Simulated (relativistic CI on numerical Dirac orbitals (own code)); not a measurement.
**Electric-dipole lines of W¹⁰⁺**

These numbers are calculated, not measured: Dirac-Coulomb-Breit CI, KLI orbitals optimised for each configuration, a model potential for QED, valence Slater integrals scaled by 0.9, P86 correlation estimate, and configurations built on the next ion tied to the tabulated ionisation energy (semi-empirical) (own radial code, finite nucleus).

CI space (outside the closed core [Kr] 4d10): 4f¹⁴5s²5p², 4f¹³5s²5p²5d, 4f¹³5s²5p²6s, 4f¹³5s²5p²6p, 4f¹³5s²5p³, 4f¹³5s²5p²6d, 4f¹³5s²5p²7s, 4f¹³5s²5p²5f, 4f¹³5s²5p²6f, 4f¹²5s²5p⁴, 4f¹⁴5s5p³, 4f¹⁴5s²5p5d, 4f¹³5s5p⁴, 4f¹⁴5p⁴, 4f¹²5s²5p³5d, 4f¹⁴5s²5d², 4f¹⁴5s5p²5d, 4f¹⁴5s²5p5f, 4f¹²5s²5p³6s, 4f¹³5s5p³5d, 4f¹²5s²5p³6p, 4f¹⁴5s²5p6s, 4f¹⁴5s²5p5g, 4f¹³5s²5p5d². Levels of other configurations are missing.

```csv
λ vac (Å),Lower,Upper,A (s⁻¹),gf,Branching (%)
184.77,4f¹⁴5s²5p² ³P0 [1],4f¹³5s²5p²5d ³P°1 [299],7.35e+10,1.13e+00,93.1
185.94,4f¹⁴5s²5p² ³P0 [1],4f¹³5s²5p²5d ³P°1 [293],1.26e+11,1.95e+00,96.2
221.51,4f¹³5s²5p³ ³G5 [2],4f¹³5s²5p²5d ³H°5 [268],3.91e+09,3.16e-01,15.1
228.66,4f¹³5s²5p³ ³G5 [2],4f¹³5s²5p²5d ³G°5 [258],7.68e+09,6.62e-01,25.8
230.25,4f¹³5s²5p³ ³G4 [7],4f¹³5s²5p²5d ³G°4 [271],9.41e+09,6.73e-01,31.8
230.68,4f¹³5s²5p³ ³F3 [4],4f¹³5s²5p²5d ³G°3 [260],5.73e+09,3.20e-01,29.5
231.73,4f¹³5s²5p³ ³F3 [4],4f¹³5s²5p²5d ³H°4 [259],1.29e+10,9.35e-01,43.7
232.07,4f¹³5s²5p³ ³D1 [6],4f¹³5s²5p²5d ⁵F°1 [263],1.75e+10,4.23e-01,53.3
233.05,4f¹³5s²5p³ ³D2 [3],4f¹³5s²5p²5d ⁵F°2 [253],1.47e+10,5.98e-01,57.4
233.45,4f¹³5s²5p³ ³F3 [4],4f¹³5s²5p²5d ³G°3 [255],1.27e+10,7.29e-01,51.5
233.73,4f¹³5s²5p³ ³G4 [7],4f¹³5s²5p²5d ³H°5 [268],1.87e+10,1.69e+00,72.5
233.74,4f¹³5s²5p³ ³F2 [8],4f¹³5s²5p²5d ³G°3 [270],1.14e+10,6.52e-01,38.1
233.97,4f¹³5s²5p³ ³F3 [10],4f¹³5s²5p²5d ³G°4 [271],1.95e+10,1.44e+00,65.9
233.99,4f¹³5s²5p³ ³G5 [2],4f¹³5s²5p²5d ⁵H°6 [252],2.79e+10,2.98e+00,98.5
234.75,4f¹³5s²5p³ ³F4 [5],4f¹³5s²5p²5d ³H°4 [259],1.33e+10,9.87e-01,45.0
234.87,4f¹³5s²5p³ ³F4 [5],4f¹³5s²5p²5d ³G°5 [258],2.10e+10,1.91e+00,70.4
235.05,4f¹³5s²5p³ ³F3 [10],4f¹³5s²5p²5d ³G°3 [270],1.29e+10,7.50e-01,43.3
235.39,4f¹³5s²5p³ ³D2 [3],4f¹³5s²5p²5d ⁵D°1 [251],1.20e+10,2.98e-01,47.4
235.81,4f¹³5s²5p³ ³F2 [8],4f¹³5s²5p²5d ⁵G°2 [269],1.51e+10,6.30e-01,57.9
239.50,4f¹³5s²5p³ ³G5 [2],4f¹³5s²5p²5d ³G°4 [248],3.92e+09,3.04e-01,20.4
240.72,4f¹³5s²5p³ ³D2 [3],4f¹³5s²5p²5d ³D°3 [247],3.86e+09,2.35e-01,20.7
242.66,4f¹³5s²5p³ ³G5 [2],4f¹³5s²5p²5d ³H°5 [245],1.24e+10,1.21e+00,62.2
243.00,4f¹³5s²5p³ ³F3 [4],4f¹³5s²5p²5d ³G°4 [248],7.37e+09,5.87e-01,38.3
245.65,4f¹³5s²5p³ ³G4 [7],4f¹³5s²5p²5d ⁵I°4 [254],1.10e+10,8.95e-01,50.7
246.33,4f¹³5s²5p³ ³F4 [5],4f¹³5s²5p²5d ³G°4 [248],6.36e+09,5.20e-01,33.0
246.65,4f¹³5s²5p³ ³F4 [5],4f¹³5s²5p²5d ³D°3 [247],1.15e+10,7.31e-01,61.4
249.66,4f¹³5s²5p³ ³F4 [5],4f¹³5s²5p²5d ³H°5 [245],6.18e+09,6.35e-01,30.9
249.88,4f¹³5s²5p³ ³F3 [10],4f¹³5s²5p²5d ⁵I°4 [254],5.90e+09,4.97e-01,27.2
254.37,4f¹⁴5s²5p² ¹D2 [11],4f¹³5s²5p²5d ³D°1 [257],1.82e+10,5.29e-01,58.6
264.34,4f¹³5s²5p³ ³G4 [7],4f¹³5s²5p²5d ³H°4 [237],3.29e+09,3.10e-01,55.2
```

Terms are leading LS components. Brackets give the number of a level in order of energy, since labels repeat. The list gives strong lines, with weight on those to low levels, without configurations that were not tied to measured data, without lines whose two gauges differ by over a factor of 2.5, among the lowest 300 of 6914 levels, so that lines to higher ones, which can be the strongest, are missing. Levels whose partners in the same complex of configurations lie outside the list can be far off, and so can their lines. Rates are taken at the computed energies, electric ones in the length gauge.

Configurations that consist of the next ion and one excited electron were tied to the tabulated ionisation energy; Rydberg ones are usually within 1,000 to 3,000 cm⁻¹ and the lowest ones within about 6,000 (9,000 in d shells), while levels on excited terms of the next ion carry the error of that term, and the other configurations can be misplaced by 10,000 cm⁻¹ or more. Rates follow the energies as ν³ (E1, M1) or ν⁵ (E2), so rates, branching and lifetimes can be off by large factors. Levels and lines within the n = 5 or 6 shells can be off by up to 10 % or somewhat more, and those that change n by about 2 %, since core polarisation is missing. Levels that differ in their count of f electrons can be misplaced by several ten thousand cm⁻¹, since the correlation energy of f electrons is missing or only estimated; rates across such gaps can be off by orders of magnitude.

LS names give the leading component of a level, which can be under half, so a name can repeat, a term be missing and a line seem to break the LS rules.
